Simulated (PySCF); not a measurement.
# One molecule, several mistakes: CGeH4NO

These are calculations, not measurements. The program is PySCF 2.14.0, an open-source quantum chemistry code, run on an isolated molecule that a program drew, which may never have been made. The molecule is CGeH4NO (charge 0, doublet), drawn as the SMILES string `[CH2][NH][GeH]=[O]`.

Each row is a Hartree-Fock (HF) and frozen-core CCSD(T) single point in the cc-pVDZ basis, meant for a local HF minimum. Run 1 is clean. Each other run has one planted mistake out of seven kinds, and not every kind appears here: one electron removed, one electron added, multiplicity raised by two, geometry at a saddle point, minimal basis STO-3G, one bond length entered in bohr, all coordinates scaled. The reference is restricted for singlets and unrestricted otherwise, and also for a bond in bohr. Adding or removing an electron swaps singlet and doublet. Electrons count all cores. HOMO and LUMO are orbital energies over both spins, the gradient is its largest component, and the lowest frequency (negative if imaginary) is given only where the gradient is small. Bond lengths are over the 7 bonds as drawn. T1 is the CCSD diagnostic: over 0.02 (restricted) or 0.045 (unrestricted) a single reference is doubtful. Germanium has the cc-pVDZ-PP basis, with a core potential (ECP10MDF) in place of its 10 inner electrons, and its 3s, 3p and 3d shells are frozen in CCSD(T).

Geometry of the clean run:
```xyz
8
CGeH4NO, angstrom
C     0.4662    0.7359    2.2564
N     0.7243   -0.4149    1.8275
Ge    1.2230   -0.8421   -0.3368
O     0.7609    0.8851   -0.7320
H     0.2829    0.9392    3.3094
H     0.4251    1.5534    1.5444
H     0.7515   -1.1299    2.5383
H    -0.2584   -1.3819   -0.5002
```

| run | electrons | basis functions | <S^2> | HOMO (eV) | LUMO (eV) | gradient (hartree/bohr) | lowest frequency (cm^-1) | mean bond (Å) | longest bond (Å) | T1 | HF (hartree) | CCSD(T) (hartree) | mistake |
|---|---|---|---|---|---|---|---|---|---|---|---|---|---|
| 1 | 57 | 85 | 0.763 | -8.39 | 2.91 | 3.4e-05 | 118 | 1.4449 | 2.262 | 0.0369 | -462.84237 | -463.44073 | no fault |
| 2 | 56 | 85 | 0.000 | -16.42 | -7.20 | 6.9e-02 | - | 1.4449 | 2.262 | 0.0517 | -462.48610 | -463.15268 | one electron removed |
| 3 | 57 | 85 | 3.771 | -4.82 | 0.48 | 4.6e-02 | - | 1.4449 | 2.262 | 0.0354 | -462.71443 | -463.28894 | multiplicity raised by two |
| 4 | 57 | 85 | 1.598 | -8.48 | 2.42 | 2.1e-02 | - | 1.5828 | 2.262 | 0.0706 | -462.70275 | -463.30342 | one bond length entered in bohr |
| 5 | 57 | 85 | 0.764 | -8.50 | 2.79 | 2.5e-02 | - | 1.4767 | 2.311 | 0.0343 | -462.83888 | -463.44106 | ? |
| 6 | 57 | 85 | 0.764 | -8.36 | 2.07 | 5.2e-05 | -469 | 1.3544 | 1.788 | 0.0250 | -462.81004 | -463.43101 | ? |

**Which mistake was planted in run 5, and what did it cost?**

The mean and the longest bond both change by the same factor, 1.022, and the gradient is no longer small. So the mistake is: all coordinates scaled. Subtracting run 1 and multiplying by 627.51 kcal/mol a hartree, the energy moved by 2.2 kcal/mol in HF and -0.2 kcal/mol in CCSD(T).

**Which mistake was planted in run 6, and what did it cost?**

The gradient is small, so the point is stationary, but the lowest frequency is imaginary (-469 cm^-1). So the mistake is: geometry at a saddle point. Subtracting run 1 and multiplying by 627.51 kcal/mol a hartree, the energy moved by 20.3 kcal/mol in HF and 6.1 kcal/mol in CCSD(T).

Cautions from the logs. Run 2: T1 is over the limit, so its CCSD(T) energy is less reliable; run 4: T1 is over the limit, so its CCSD(T) energy is less reliable.
